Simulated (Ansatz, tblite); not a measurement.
Cost and result up the ladder for In₁₂Sb₁₁H₃₂⁻, a nanocrystal cut from zinc blende InSb (hydrogen-capped) (55 atoms). Charge -1, multiplicity 1. Geometry: r2SCAN-D4/def2-SVP.

Cartesian coordinates in Å:
```
Sb -3.612 -2.172 3.171
Sb 3.198 -3.943 0.710
Sb 2.265 -1.580 -3.529
Sb -4.765 -0.298 -0.725
Sb -1.946 -0.116 -3.839
Sb -0.657 -2.291 -0.179
Sb 0.128 -0.016 3.541
Sb 3.168 0.499 0.325
Sb -1.271 2.379 -0.059
Sb 1.620 2.504 -3.472
Sb 2.324 4.779 0.741
In 0.424 -4.468 1.316
In -3.445 -2.555 0.285
In -1.990 -1.003 5.249
In -0.467 -2.384 -2.973
In 4.876 -1.632 1.175
In 3.625 0.718 -2.412
In -4.811 -0.402 -3.597
In -3.832 1.750 1.055
In -1.228 2.451 -2.857
In 0.364 0.215 0.673
In 4.285 2.825 1.565
In -0.547 4.886 1.100
H -5.173 -1.544 3.439
H -3.995 -3.726 3.776
H 4.135 -5.321 1.103
H 3.278 -4.223 -0.973
H 2.416 -1.480 -5.229
H 3.299 -2.929 -3.375
H -6.369 -0.657 -0.243
H -1.613 -0.009 -5.516
H 1.551 -0.838 3.995
H 0.628 1.496 4.152
H 1.769 2.373 -5.171
H 2.241 4.092 -3.401
H 2.568 4.952 -0.940
H 2.961 6.325 1.108
H 0.007 -5.993 0.606
H 0.203 -4.056 2.991
H -4.011 -4.172 -0.014
H -1.313 -2.304 6.168
H -2.825 0.381 5.855
H -0.793 -3.842 -3.854
H 6.195 -1.753 0.050
H 5.054 -1.567 2.899
H 5.168 0.964 -3.161
H -5.252 -2.008 -4.082
H -5.519 1.052 -4.223
H -4.860 3.144 1.020
H -3.463 0.872 2.525
H -1.963 3.760 -3.726
H 4.097 2.691 3.283
H 5.772 3.218 0.760
H -0.772 4.779 2.816
H -1.128 6.176 0.099
```

Ansatz on 11 threads of AMD EPYC 7R13 on a shared host and a whole NVIDIA H100 80GB HBM3; xTB runs through tblite on one thread. Times are rough, summed over both states, and most runs start from the orbitals of an earlier one. r2SCAN0-D4/def2-TZVP serves as the yardstick here, not as an exact answer. The other state is a doublet.

In the def2 sets In, Sb take a core potential; there is no spin–orbit coupling. The xTB rows come from tblite. Single mean-field runs in def2-TZVP are fitted with def2-universal-jkfit. HOMO above LUMO, or a gap near zero within one spin, warns that the state may not be the lowest or that an electron is smeared out.

Raw xTB energies of ions are shifted by several eV.

```
                          level  functions  vertical IE (eV)  difference from r2SCAN0-D4/def2-TZVP (eV)                                  remarks
                       GFN1-xTB        271              8.23                                       3.14                                        –
           r2SCAN0-D4/def2-TZVP       1342              5.10                                       0.00                                        –
 PBE-D4/def2-TZVP (with forces)       1342              4.65                                      -0.44  gap within one spin near zero (doublet)
PBE0-D4/def2-TZVP (with forces)       1342              5.03                                      -0.07                                        –
```

Estimate how long each takes.

GFN1-xTB 1.4 s; PBE-D4/def2-TZVP (with forces) 39 s; r2SCAN0-D4/def2-TZVP 75 s; PBE0-D4/def2-TZVP (with forces) 79 s. On shared hardware such times vary by a factor of up to 3.
